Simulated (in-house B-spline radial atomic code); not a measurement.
Radial electron density of Si²⁺, [He] 2s1 2p6 3s2 7p1. Level of theory: Dirac-Hartree-Fock, average of configuration, Fermi nucleus of rms radius 3.1224 fm; calculated with an all-electron radial atomic-structure program (B-spline basis).

Columns: r (bohr), 4πr²n(r) (electrons per bohr), bar.

```
 0.00448   0.3943 #
 0.00564   0.6035 ##
 0.00709   0.9137 ###
 0.00891    1.368 ####
  0.0112    2.023 ######
  0.0141    2.951 ########
  0.0177    4.196 ############
  0.0222    5.812 ################
   0.028    7.854 ######################
  0.0351    10.12 #############################
  0.0442    12.47 ###################################
  0.0555    14.43 #########################################
  0.0698    15.52 ############################################
  0.0877    15.33 ###########################################
    0.11    13.87 #######################################
   0.139     11.7 #################################
   0.174    10.12 #############################
   0.219    10.01 ############################
   0.275    11.36 ################################
   0.346    12.91 #####################################
   0.435    12.88 #####################################
   0.547    10.49 ##############################
   0.688    6.714 ###################
   0.864    3.468 ##########
    1.09     1.88 #####
    1.37    1.582 ####
    1.72    1.405 ####
    2.16   0.8887 ###
    2.71   0.3601 #
    3.41  0.09828 
    4.29  0.01679 
    5.39 0.004714 
    6.77  0.03064 
    8.52 0.003377 
    10.7  0.03099 
    13.5  0.02307 
    16.9  0.02376 
    21.3  0.09485 
    26.7  0.03044 
    33.6 0.001536 
    42.2 1.137e-05 
    53.1 8.069e-09 
    66.7 4.879e-13
```

On this grid the curve has 5 maxima, near 0.0698, 0.346, 6.77, 10.7, 21.3 bohr.

The 2s1/2 radial function P(r) = rR(r), positive near the nucleus, with its small component Q(r) (sign convention: Q ≈ (P' + κP/r)/2c):

```
r (bohr)          P          Q
 0.00143    0.03972  -0.002041
 0.00226     0.0619  -0.003188
 0.00357    0.09576   -0.00495
 0.00564     0.1466  -0.007619
 0.00891     0.2204   -0.01157
  0.0141     0.3227    -0.0172
  0.0222     0.4497   -0.02461
  0.0351     0.5818   -0.03343
  0.0555     0.6552   -0.04161
  0.0877     0.5505   -0.04491
   0.139      0.126   -0.03788
   0.219    -0.6016   -0.01905
   0.346     -1.276   0.003324
   0.547     -1.324    0.01398
   0.864    -0.7294   0.009482
    1.37    -0.1887   0.002383
    2.16   -0.03143  0.0002466
    3.41  -0.006163  3.408e-05
```
